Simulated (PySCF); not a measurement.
**Computed vibrations of [Bi(SH)4]−**

[Bi(SH)4]− (singlet). PySCF 2.14.0, RKS PBE0, Bi def2-SVP with ECP60, S def2-SVP, H def2-SVP; non-relativistic Hamiltonian with scalar-relativistic core potentials where named; density fitting; no spin-orbit coupling. Central differences of gradients.

```xyz
9

Bi    0.0000    0.0000    0.0000
S     1.7046    1.6846    1.3206
H     2.6937    0.7994    1.0609
S    -1.7046   -1.6846    1.3206
H    -2.6937   -0.7994    1.0609
S     1.6846   -1.7046   -1.3206
H     0.7994   -2.6937   -1.0609
S    -1.6846    1.7046   -1.3206
H    -0.7994    2.6937   -1.0609
```

Run from Python with OMP_NUM_THREADS=2. Where DIIS fails, smearing, a level shift and second-order steps follow.
It took 2.3 min on 2 threads of Arm Neoverse V1, on a shared host.

(1) What are the harmonic wavenumbers and infrared intensities?

(2) Is this a minimum?

## Answers

(1) Negative numbers are unstable modes, those under 60 cm⁻¹ near the noise; a finer grid moves soft modes by up to 10 cm⁻¹.
```json
{"cm⁻¹": "-48", "km/mol": "–", "symmetry": ""}
{"cm⁻¹": "-12", "km/mol": "–", "symmetry": ""}
{"cm⁻¹": "-12", "km/mol": "–", "symmetry": ""}
{"cm⁻¹": "44", "km/mol": "1.0", "symmetry": ""}
{"cm⁻¹": "50", "km/mol": "0.0", "symmetry": ""}
{"cm⁻¹": "131", "km/mol": "0.0", "symmetry": ""}
{"cm⁻¹": "184", "km/mol": "3.2", "symmetry": ""}
{"cm⁻¹": "184", "km/mol": "3.3", "symmetry": ""}
{"cm⁻¹": "191", "km/mol": "19.5", "symmetry": ""}
{"cm⁻¹": "226", "km/mol": "118.6", "symmetry": ""}
{"cm⁻¹": "226", "km/mol": "118.5", "symmetry": ""}
{"cm⁻¹": "234", "km/mol": "55.8", "symmetry": ""}
{"cm⁻¹": "257", "km/mol": "0.0", "symmetry": ""}
{"cm⁻¹": "510", "km/mol": "42.2", "symmetry": ""}
{"cm⁻¹": "510", "km/mol": "42.2", "symmetry": ""}
{"cm⁻¹": "514", "km/mol": "0.0", "symmetry": ""}
{"cm⁻¹": "544", "km/mol": "7.2", "symmetry": ""}
{"cm⁻¹": "2701", "km/mol": "0.0", "symmetry": ""}
{"cm⁻¹": "2701", "km/mol": "1.6", "symmetry": ""}
{"cm⁻¹": "2702", "km/mol": "13.9", "symmetry": ""}
{"cm⁻¹": "2702", "km/mol": "13.9", "symmetry": ""}
```

(2) Probably not: 1 unstable, though so soft as to be near the noise (and 2 more above −25 cm⁻¹, within the noise); the lowest moves the atoms so:
```
Bi   0.00  0.00  0.12
S    0.16  0.20 -0.19
H    0.17  0.22 -0.26
S   -0.16 -0.20 -0.19
H   -0.17 -0.22 -0.26
S   -0.20  0.16 -0.19
H   -0.22  0.16 -0.26
S    0.20 -0.16 -0.19
H    0.22 -0.16 -0.26
```
